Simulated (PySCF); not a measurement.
**Correlation energy of Hf⁻ (hafnium, charge -1)**

[Xe] 4f14 5d3 6s2, high-spin 4F determinant. Computed with PySCF 2.14 in x2c-TZVPPall with one added diffuse shell each of s, p, d, f type (12s8p8d4f1g, 113 functions), with the spin-free X2C one-electron Hamiltonian (Gaussian nucleus). Frozen: [Xe] 4f14; 5 electrons correlated.

MP2 pair energies summed by pair of shells (mhartree):

```
 pair  energy  share (%)
5d-6s  -30.47       52.3
5d-5d  -15.48       26.6
6s-6s  -12.30       21.1
```

Total MP2 correlation energy: -58.26 mhartree.

Same-spin part -27.24 and opposite-spin part -31.02 mhartree; SCS-MP2 scales them by 1/3 and 6/5 to -46.30 mhartree.

The Hartree-Fock reference does not bind the outermost electron (its level is positive or very diffuse), so these energies belong to a reference that the basis holds together.
